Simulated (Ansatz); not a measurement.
Consider the silylene formation by 1,1-elimination: `C[SiH](F)CS` → `FCS` + `C[SiH]`.

Gas-phase electronic energies from Ansatz, PBE0-D4/def2-TZVP geometries. CCSD(T)/CBS adds triple-zeta CCSD(T) − MP2 to the extrapolated MP2 energy (def2 sets, frozen cores). This one scheme is used for every species. DFT in def2-TZVPP. B3LYP here is the variant with VWN-RPA as its local correlation; programs differ in this. Each species was taken in one conformer, which may not be the lowest.

| level | ΔE (eV) |
| --- | --- |
| PBE-D4 | 4.58 |
| r2SCAN-D4 | 4.90 |
| B3LYP-D4 | 4.64 |
| r2SCAN | 4.87 |
| PBE0 | 4.66 |
| B3LYP | 4.45 |
| CCSD(T)/def2-TZVPP | 4.70 |
| HF/def2-QZVPP | 4.59 |

Q: What does CCSD(T)/CBS give? (An estimate is asked.)

A: Ansatz gave: +4.81 eV. The listed levels differ from it by -0.23, 0.09, -0.17, 0.06, -0.15, -0.36, -0.11, -0.22 eV.

Largest T1 diagnostic among the species: 0.012.

The D4 term adds +0.19 eV with B3LYP and +0.11 eV with PBE0; it sums over pairs of atoms, weighted by their polarisabilities, and B3LYP, whose exchange is more repulsive, gets the larger term. In def2-TZVPP, CCSD(T) changes the Hartree–Fock value by +0.13 eV (the triples alone add +0.02 eV) and MP2 by +0.43 eV.
